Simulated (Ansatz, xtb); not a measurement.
## Isomers of C7H10O in order of energy

3 gas-phase structures of C7H10O, from a drawn sample of its isomers (lower ones may exist). Each was relaxed with GFN2-xTB; where two conformers were screened, the lower at r2SCAN-D4/def2-SVP is listed:

A. `C=C(O)[C@@H](C)C1C=C1`, a singlet
B. `CC(=O)[C@@H](C)C1C=C1`, a singlet
C. `C/C(O)=C(/C)C1C=C1`, a singlet

Task: Which do you expect lowest at r2SCAN-D4/def2-SVP, and how would the others follow?

Result: Calculated order at r2SCAN-D4/def2-SVP: B (0.0), C (12.7), A (14.3) kcal/mol.

Energies above the lowest of each column, in kcal/mol; the last columns are at PBE-D3(BJ)/def2-SVP geometries:

```json
{"structure": "B", "GFN2-xTB": "0.0", "HF/STO-3G": "0.0", "r2SCAN-D4/def2-SVP": "0.0", "PBE-D3(BJ)/def2-SVP": "0.0", "CCSD(T)/def2-SVP + ΔMP2/def2-TZVPP": "0.0"}
{"structure": "C", "GFN2-xTB": "7.7", "HF/STO-3G": "17.3", "r2SCAN-D4/def2-SVP": "12.7", "PBE-D3(BJ)/def2-SVP": "10.9", "CCSD(T)/def2-SVP + ΔMP2/def2-TZVPP": "11.3"}
{"structure": "A", "GFN2-xTB": "10.3", "HF/STO-3G": "20.2", "r2SCAN-D4/def2-SVP": "14.3", "PBE-D3(BJ)/def2-SVP": "13.8", "CCSD(T)/def2-SVP + ΔMP2/def2-TZVPP": "11.9"}
```

Every level run on B puts it lowest or level with the lowest. Some further structures that were screened fall inside this span and aren't listed. Flexible structures stand in one conformer each, not always the lowest. The ΔMP2 step shifts differences by up to 3.5 kcal/mol, which makes them less sure. ΔMP2 is the change of the MP2 energy from the smaller to the larger basis.

Programs: Ansatz 0.2.0, xtb 6.7.1.
